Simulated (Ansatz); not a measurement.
F₂H₄OSi₂ (`O[Si](F)(F)[SiH3]`). The species carries charge 0 and has multiplicity 1.

```xyz
9

O    -0.196   -1.246    1.457
Si    0.667   -0.403    0.375
F     1.747    0.499    1.120
F     1.531   -1.391   -0.526
Si   -0.772    0.890   -0.921
H     0.241   -1.835    2.076
H     0.025    1.656   -1.913
H    -1.513    1.830   -0.042
H    -1.729    0.001   -1.627
```

(1) List the harmonic frequencies (cm⁻¹, unscaled) at PBE0-D4/def2-TZVP in Ansatz. (Best estimate.)

(2) Is this a minimum?

(3) Give the ideal-gas thermochemistry at 298.15 K and 1 bar (rigid rotor, harmonic oscillator; point group Cs, symmetry number 1).

(4) Rotational constants (cm⁻¹)?

## Answers

(1) The calculation gave: 81, 133, 145, 188, 294, 315, 333, 486, 523, 525, 760, 838, 908, 920, 933, 942, 981, 2232, 2245, 2246, 3907.

(2) Yes, all 21 modes are real.

(3) Zero-point energy 119.2 kJ/mol; H(298) − E = 142.1 kJ/mol; entropy 360.7 J/(mol·K), of which translation 167.9, rotation 114.5, vibration 78.3; G(298) − E = 34.6 kJ/mol. Modes under 100 cm⁻¹ are hindered rotations or soft bends, so the harmonic entropy is rough.

(4) 0.13, 0.06914, 0.06819.
